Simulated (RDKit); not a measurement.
Input for RDKit: UFF on CH4 (SMILES C).

```python
from rdkit import Chem
from rdkit.Chem import AllChem, rdDetermineBonds

blocks = [
'''5

C     0.06360890   -0.08363640    0.10786685
H     0.12023995   -0.17870432   -0.97559735
H     0.67750604   -0.85414509    0.57251028
H     0.42681772    0.89914889    0.40547274
H    -0.97064074   -0.19990559    0.42894481
''',
]
mol = None
for b in blocks:
    f = Chem.MolFromXYZBlock(b)
    rdDetermineBonds.DetermineBonds(f, charge=0)
    mol = f if mol is None else Chem.CombineMols(mol, f)
Chem.SanitizeMol(mol)
print(Chem.MolToSmiles(Chem.RemoveHs(mol)))
ff = AllChem.UFFGetMoleculeForceField(mol, vdwThresh=100.0, ignoreInterfragInteractions=False)
e = ff.CalcEnergy()
print(f'UFF energy {e:.6f} kcal/mol')
```

Output:

```
C
UFF energy 0.541700 kcal/mol
```

The run finished.

Cost: about 0.04 core-seconds (a rough figure).
